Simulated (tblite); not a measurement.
Compound: C₆H₈NPS.
Atom-mapped SMILES: `[CH3:1][S:2][c:3]1[cH:4][cH:5][n:6][c:7]([CH3:8])[p:9]1` (hydrogens: H10, H11, H12 on C1; H13 on C4; H14 on C5; H15, H16, H17 on C8)

Structure optimised with GFN2-xTB, isolated species.

Q: List the bond lengths, angles and torsions at this level.

A: 
| bond | length (pm) | order |
| --- | --- | --- |
| C1–S2 | 181.2 | single |
| S2–C3 | 176.0 | single |
| C3–C4 | 139.1 | aromatic |
| C4–C5 | 138.1 | aromatic |
| C5–N6 | 132.3 | aromatic |
| N6–C7 | 130.9 | aromatic |
| C7–C8 | 150.0 | single |
| C7–P9 | 176.2 | aromatic |
| C3–P9 | 175.4 | aromatic |
| C1–H10, C1–H11, C1–H12 | 108.7 | single |
| C4–H13 | 108.1 | single |
| C5–H14 | 108.3 | single |
| C8–H15, C8–H16, C8–H17 | 108.9 | single |

Bonds in one row agree within 1 pm and their mean is given. Orders are formal, as drawn. A selection of angles:
| angle | degrees |
| --- | --- |
| C1–S2–C3 | 102.3 |
| S2–C3–C4 | 116.0 |
| S2–C3–P9 | 120.7 |
| C4–C3–P9 | 123.3 |
| C3–C4–C5 | 122.4 |
| C4–C5–N6 | 125.8 |
| C5–N6–C7 | 122.5 |
| N6–C7–C8 | 116.1 |
| N6–C7–P9 | 127.7 |
| C8–C7–P9 | 116.2 |
| C3–P9–C7 | 98.3 |

Torsions: C1–S2–C3–C4 180° (antiperiplanar). The mirror-image conformer, all signs reversed, is as good.

The C–S distances run from 1.760 Å (S2–C3, drawn single) to 1.812 Å (C1–S2, drawn single), a spread of 0.052 Å. N6 (pyridine-type nitrogen) is bent (angle 122.5°). The C–C distances run from 1.381 Å (C4–C5, aromatic) to 1.500 Å (C7–C8, drawn single), a spread of 0.119 Å. S2 (sulfide sulfur) is bent (angle 102.3°). The 9 heavy atoms lie in one plane (0.004 Å rms). The 6-membered ring C3–C4–C5–N6–C7–P9 has internal angles of 98.3° to 127.7°; it is planar, 0.00 Å rms from its mean plane, widest ring torsion 0°. Of the pairs four or more bonds apart, P9···H11 is among the closest relative to their van der Waals radii: 2.86 Å, 95 % of the sum of Bondi's values.

Point group: near Cs, missed by 0.32 Å at most; the miss may be what the optimiser left on a soft mode. Its GFN2-xTB frequencies are all real (lowest 24 cm⁻¹). The numbers are those of one conformer.

The numbers are calculated, not measured.
